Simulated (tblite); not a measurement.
A tight-binding relaxation on `CC[O][GeH2]/[N]=C/C=O`.

Computed with GFN2-xTB geometry optimisation, gas phase (tblite 0.8.0). Start geometry: from a force field or distance geometry. A driver script takes a list of jobs; this job's settings line and coordinates (Å) are shown.

Command:
```bash
OMP_NUM_THREADS=1 python probes_run.py task.json out
```

Input:
```
{"job": {"kind": "relax", "xc": "GFN2-xTB", "basis": "xTB"}, "charge": 0, "multiplicity": 1}
C     -3.420600    -0.818600     0.095600
C     -2.168500    -0.043800    -0.283900
O     -1.124500    -0.291000     0.662200
Ge     0.254200     0.695900     0.052400
N      1.863300    -0.202900     0.172400
C      3.016400     0.364200     0.132600
C      4.219500    -0.486200     0.225500
O      5.387800     0.019500     0.209300
H     -3.384700    -1.000100     1.185800
H     -4.301500    -0.157700    -0.162100
H     -3.550200    -1.752500    -0.486100
H     -1.792000    -0.391000    -1.261900
H     -2.446200     1.027500    -0.251100
H      0.379200     1.946900     0.978700
H     -0.083400     1.221900    -1.358700
H      3.081600     1.440900     0.055400
H      4.062700    -1.561200     0.323100
```

Output:
```
step      E/eV     max force
  0    -709.03864    4.597
  1    -709.20110    5.453
  2    -709.37914    0.844
  3    -709.42266    0.615
  4    -709.47594    0.526
  5    -709.49709    0.418
  6    -709.53191    0.391
  7    -709.54263    0.279
  8    -709.55866    0.284
  9    -709.56918    0.260
... (237 lines left out)
247    -710.03216    0.018
248    -710.03223    0.038
249    -710.03232    0.022
250    -710.03240    0.022
251    -710.03247    0.032
252    -710.03254    0.022
253    -710.03260    0.013
254    -710.03259    0.047
255    -710.03268    0.014
256    -710.03270    0.010
```

«max force» is the largest atomic force in eV/Å.

From which step on does the largest force stay under 0.1 eV/Å, and how much energy is left to gain from there?

From step 171 (0.100 eV/Å), 11.6 meV above the end.

In short: energy lowered by 22.9 kcal/mol over 256 steps; largest atomic force 0.010 eV/Å at the end.

Estimate the wall time. Hardware: an AMD EPYC with one thread, shared host.

About 7.4 s.
Labels such as C1 count atoms from 1, the log's own numbers from 0.
